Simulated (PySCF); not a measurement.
One molecule, one basis, several functionals.

Compound: B2ClH7N2.
SMILES: `[BH2-]1[NH2+][BH-]([NH2+]1)Cl`

PySCF, def2-SVPD basis, density fitting, gas phase, PBE0-D3(BJ)/def2-SVP geometry; singlet excitations by full TDDFT with frozen cores, triplets by Tamm–Dancoff TDDFT and ionisation energies by ΔSCF, from the lowest of the holes tried. One functional is left out:

```tsv
functional	exact exchange (%)	HOMO energy (eV)	LUMO energy (eV)	lowest singlet excitation (eV)	lowest triplet excitation (eV)	dipole moment (D)	mean polarisability (au)	vertical ionisation energy (eV)
LDA	0	-6.68	-0.69	6.08	5.93	1.406	64.6	10.90
PBE	0	-6.60	-0.62	6.06	5.91	1.415	63.7	9.56
B3LYP	20	-7.72	-0.22	6.69	6.53	1.484	61.7	10.00
BHandHLYP	50	-9.21	0.53	7.59	7.36	1.570	59.1	10.36
```

Task: Predict the row of PBE0 (25 % exact exchange) by straight lines through the other rows, and check it.

Result: 
| property | line | computed | computed − line | B3LYP (20 %), for comparison |
| --- | --- | --- | --- | --- |
| HOMO energy (eV) | -7.94 | -7.94 | 0.00 | -7.72 |
| LUMO energy (eV) | -0.07 | 0.07 | +0.14 | -0.22 |
| lowest singlet excitation (eV) | 6.83 | 6.97 | +0.14 | 6.69 |
| lowest triplet excitation (eV) | 6.65 | 6.77 | +0.12 | 6.53 |
| dipole moment (D) | 1.493 | 1.505 | +0.012 | 1.484 |
| mean polarisability (au) | 61.5 | 61.0 | -0.5 | 61.7 |
| vertical ionisation energy (eV) | 10.22 | 10.03 | -0.19 | 10.00 |
